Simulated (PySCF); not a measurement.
Compound: C₆H₁₂N₂Si.
Atom-mapped SMILES: `[CH3:1][N:2]([CH3:3])[c:4]1[cH:5][cH:6][n:7]([SiH3:8])[cH:9]1` (hydrogens: H10, H11, H12 on C1; H13, H14, H15 on C3; H16 on C5; H17 on C6; H18, H19, H20 on Si8; H21 on C9)

Computed with PySCF, TDDFT wB97X-D/def2-SVPD, vertical, gas phase, core orbitals frozen in the response. Geometry: PBE0-D3(BJ)/def2-SVP; no solvent, vibrations or thermal averaging. Torsions of this conformer, `[CH3:1][N:2]([CH3:3])[c:4]1[cH:5][cH:6][n:7]([SiH3:8])[cH:9]1`: C1–N2–C4–C5 -27°.

Computed states:

| state | E (eV) | f |
| --- | --- | --- |
| S1 | 5.22 | 0.012 |
| S2 | 5.33 | 0.116 |
| S3 | 5.67 | 0.032 |
| S4 | 6.04 | 0.033 |
| S5 | 6.20 | 0.0036 |
| S6 | 6.23 | 0.0034 |
| S7 | 6.34 | 0.015 |
| S8 | 6.54 | 0.050 |
| S9 | 6.61 | 0.349 |
| S10 | 6.89 | 0.016 |

Each state is given a Gaussian of 0.4 eV full width at half maximum, with ε(max) = 2.175×10⁸ f / Δν̃ (Δν̃ the width in cm⁻¹). The cross-section is σ = 3.8235×10⁻²¹ ε cm², given in Mb (10⁻¹⁸ cm²). The width is an assumption, not a result. The curve ends short of the highest state used, and states not computed would add to its high-energy end.

(1) Give the broadened spectrum and its maxima.

(2) Coming from long wavelengths, where does ε first pass 100 L mol⁻¹ cm⁻¹?

(3) On this curve, what absorbance would a 10⁻⁴ mol/L sample give at 254 nm over a 1 cm path?

Results:

(1) 
```csv
λ (nm),σ (Mb)
197.0,27.96
198.3,21.45
199.6,17.18
200.8,14.74
202.1,13.19
203.4,12.28
204.7,11.68
206.0,11.18
207.3,10.71
208.6,10.28
209.9,9.95
211.2,9.78
212.5,9.83
213.8,10.11
215.1,10.63
216.4,11.39
217.7,12.38
219.0,13.63
220.3,15.16
221.6,17.01
222.9,19.18
224.2,21.63
225.5,24.25
226.8,26.90
228.1,29.36
229.4,31.43
230.7,32.89
232.0,33.59
233.3,33.46
234.6,32.47
235.9,30.72
237.2,28.33
238.5,25.48
239.8,22.36
241.0,19.41
242.3,16.28
243.6,13.36
244.9,10.72
246.2,8.43
247.5,6.50
248.8,4.91
250.1,3.64
251.4,2.66
252.7,1.90
254.0,1.34
255.3,0.93
256.6,0.63
257.9,0.43
259.2,0.28
260.5,0.18
261.8,0.12
263.1,0.08
264.4,0.05
265.7,0.03
267.0,0.02
268.3,0.01
```

Maxima: 232 nm (5.33 eV), ε about 8800, made up of S2 (89%) (ε in L mol⁻¹ cm⁻¹; maxima over ε = 5, shares over 10%). At its high-energy end, 6.29 eV, the curve is still rising (ε about 7100, from S7, S8 and S9).

(2) At about 258 nm (4.80 eV), 0.42 eV below S1.

(3) 254 nm is 4.881 eV, where ε is about 350 L mol⁻¹ cm⁻¹, so A = ε c l ≈ 0.035 (Beer–Lambert, with the gas-phase spectrum and the assumed width).

Time: 5.2 min of wall time; peak memory 1.4 GiB. Hardware: one thread of an Arm Neoverse N1 (shared host).
